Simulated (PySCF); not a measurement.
Spectra and structures to be paired. Method used: TDDFT CAM-B3LYP/def2-SVPD, vertical, gas phase, core orbitals frozen in the response in PySCF 2.14.0, density-fitted response routines. Geometries: PBE0-D3(BJ)/def2-SVP; one conformer of each isolated species. Triplets are in the Tamm–Dancoff approximation.

A. `CCO[Si@H]([SiH3])P`
B. `C[CH2][Al]([CH3])[CH2]C`
C. `CC1C=CC=C1`
D. `C=C1CCCC1`

Lowest singlet levels (six at most, fewer where fewer were computed) with oscillator strengths:

1. 186 nm (f 0.296); 185 nm (f 0.009); 166 nm (f 0.008); 161 nm (f 0.000); 161 nm (f 0.001); 150 nm (f 0.037); T1 4.07 eV
2. 244 nm (f 0.001); 228 nm (f 0.002); 201 nm (f 0.051); 192 nm (f 0.080); 169 nm (f 0.017); 167 nm (f 0.013); T1 4.80 eV
3. 204 nm (f 0.039); 197 nm (f 0.008); 192 nm (f 0.086); 186 nm (f 0.292); 178 nm (f 0.011); 169 nm (f 0.159); T1 5.28 eV
4. 246 nm (f 0.065); 193 nm (f 0.010); 181 nm (f 0.013); 174 nm (f 0.047); 174 nm (f 0.019); 166 nm (f 0.002)

Task: Which spectrum belongs to which structure?

Result: 1 = D, 2 = B, 3 = A, 4 = C.
- A: S1 at 6.09 eV, HOMO→LUMO (47%), HOMO→LUMO+3 (19%), HOMO→LUMO+5 (12%); Löwdin shares by element: HOMO phosphorus 50%, silicon 27%, oxygen 6% (atoms not listed hold the other 17%); LUMO silicon 42%, phosphorus 20%, hydrogen 6% or more (atoms not listed hold the other 32%); HOMO -8.39 and LUMO 0.82 eV.
- B: S1 at 5.09 eV, HOMO→LUMO (96%); Löwdin shares by element: HOMO carbon 56% or more, aluminium 17% (atoms not listed hold the other 27%); LUMO aluminium 42%, carbon 24% or more (atoms not listed hold the other 34%); HOMO -8.28 and LUMO 0.31 eV.
- C: S1 at 5.03 eV, HOMO→LUMO (98%); Löwdin shares by element: HOMO carbon 86% or more; LUMO carbon 67% or more (atoms not listed hold the other 33%); HOMO -7.60 and LUMO 0.45 eV; point group Cs.
- D: S1 at 6.67 eV, HOMO→LUMO (97%); Löwdin shares by element: HOMO carbon 82% or more (atoms not listed hold the other 18%); LUMO carbon 48% or more, hydrogen 14% or more (atoms not listed hold the other 38%); HOMO -8.19 and LUMO 1.30 eV; point group C2, 1 of its 6 listed states under f = 0.0005.
B and C have S1 within 0.06 eV of each other; their strongest listed levels stand at 6.47 eV (f 0.080) and 5.03 eV (f 0.065).
